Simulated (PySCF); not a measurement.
Sn(H)(F)2(vinyl) (C2H4F2Sn), SMILES C=[CH][SnH]([F])[F].

Geometry: PBE0-D3(BJ)/def2-SVP. The structure was generated by enumeration; whether it is a known compound was not checked. The def2 effective core potentials stand for the cores of Sn; spin–orbit coupling is left out. The values are those of a single conformer.

All values below come from M06-2X/def2-TZVP run with PySCF.

Symmetry labels are those of the subgroup Cs that the program uses (full group Cs).

Computed valence orbital energies around the gap with their symmetry:
| orbital | symmetry | energy (eV) |
|---|---|---|
| HOMO−7 | A" | -13.76 |
| HOMO−6 | A' | -13.52 |
| HOMO−5 | A' | -13.21 |
| HOMO−4 | A" | -13.01 |
| HOMO−3 | A" | -12.79 |
| HOMO−2 | A' | -12.03 |
| HOMO−1 | A' | -10.40 |
| HOMO | A" | -10.25 |
| LUMO | A" | -0.59 |
| LUMO+1 | A' | 0.18 |
| LUMO+2 | A' | 0.59 |
| LUMO+3 | A" | 0.82 |
